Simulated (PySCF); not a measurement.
Vertical excitations of a molecule C2H6Cl2Si from TDA-LC-ωPBE/def2-SVPD in PySCF 2.14.0, as energy in eV (oscillator strength): 8.41 (0.038), 8.63 (0.048), 8.63 (0.000), 9.02 (0.085), 9.07 (0.177), 9.09 (0.000), 9.50 (0.002), 9.52 (0.003), 9.72 (0.004), 9.73 (0.000). Lowest triplet (TDA): 7.90 eV. Coordinates come from a TPSSh-D3(BJ)/def2-SVP optimisation. Other conformers were not sampled.

Task: Which molecule gave these data?
A. [SiH3]CC(Cl)Cl
B. ClCC[SiH2]Cl
C. C[Si](C)(Cl)Cl
D. CC[SiH](Cl)Cl

Result: C, C[Si](C)(Cl)Cl
